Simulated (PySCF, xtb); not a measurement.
C₄H₃Cl₂F, SMILES C#C[C@H](F)C(Cl)Cl.

GFN2-xTB run with xtb at its own geometry gives an orbital gap of 6.06 eV and a dipole moment of 1.42 D.

Geometry optimised at B3LYP-D3(BJ)/def2-SVP. The structure was generated by enumeration; whether it is a known compound was not checked. One conformer was computed; it need not be the lowest.

Q: What does HF/def2-TZVP run with PySCF give? (The exact figures need the calculation; the answer reports its results.)

A: gap 14.63 eV (levels -11.24 and 3.39 eV), dipole 1.48 D.
